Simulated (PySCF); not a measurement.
Worked example: chemical shift, span and skew from a shielding tensor

CHF₂NOSi, SMILES N(=C=O)[SiH](F)F. Atoms are numbered in the order given.

```xyz
7

Si    -0.9250    -0.3634     0.0000
F     -1.5314     0.3734     1.2947
F     -1.5314     0.3734    -1.2947
N      0.7593    -0.1726     0.0000
C      1.9485     0.0043     0.0000
O      3.1037     0.1656     0.0000
H     -1.3200    -1.7756     0.0000
```
Charge 0, spin multiplicity 1.

Geometry: B3LYP-D3(BJ)/def2-SVP. Other conformers were not sampled.

GIAO shieldings from PBE/pcSseg-1 run with PySCF, non-relativistic, no solvent. The symmetric part of the tensor of N4 has the principal values 141.8, 148.4, 336.5 ppm. The same nucleus in NH3 has σ = 267.0 ppm at this level (PySCF, at its B3LYP-D3(BJ)/def2-TZVP geometry).

### Question
Work out the isotropic shielding, the ¹⁵N shift against NH3, the span and the skew.

### Answer

σ(iso) = (σ11 + σ22 + σ33)/3 = 208.9 ppm. δ = σ(ref) − σ(iso) = 267.0 − (208.9) = 58.1 ppm.
Span Ω = σ33 − σ11 = 194.7 ppm. Skew κ = 3(σ(iso) − σ22)/Ω = 0.93. Tumbling in solution averages the tensor to δ; in a static solid the shielding alone would spread this spin-1/2 line over Ω.
